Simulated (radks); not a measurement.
Problem. Excited configurations of Pb II: one electron is placed in a higher orbital outside [Hg]. The ground configuration is [Hg] 6p1. Method: scalar-relativistic Kohn-Sham, BLYP, spin-unpolarised, spherical densities, point nucleus; computed with a radial shooting solver on a logarithmic mesh with Libxc functionals. Excitation = E - E(ground); binding = E(ion) - E, where the ion is the core of charge +2; n* = 2/sqrt(2 binding) in atomic units, and the quantum defect is n - n*.

outer orbital  excitation (eV)  binding (eV)     n*  quantum defect  eigenvalue (eV)  <r> (bohr)
5f                       9.990         3.505  3.940           1.060           -2.334       8.244
6d                       7.353         6.142  2.977           3.023           -4.181       5.308
6f                      10.997         2.498  4.668           1.332           -1.800       13.67
7p                       7.834         5.662  3.100           3.900           -4.346       6.999
7d                       9.847         3.649  3.862           3.138           -2.723       10.19

Estimate the row for 7s.

Solution. excitation (eV) 5.851; binding (eV) 7.644; n* 2.668; quantum defect 4.332; eigenvalue (eV) -5.839; <r> (bohr) 5.517. The Delta-SCF ionisation energy is 13.495 eV (NIST Atomic Spectra Database: 15.032 eV, measured). Self-interaction in the functional shifts the binding energies and quantum defects, so they are the method's values and not measured ones. Spin polarisation and multiplet splitting are left out, so open shells lie too high by an amount that depends on their filling. Spin-orbit splitting is averaged out at the scalar-relativistic level.

Beside tabulated values, note that spin-unpolarised runs miss the spin-polarisation part of the exchange energy of open shells, and scalar-relativistic runs lack spin-orbit coupling.
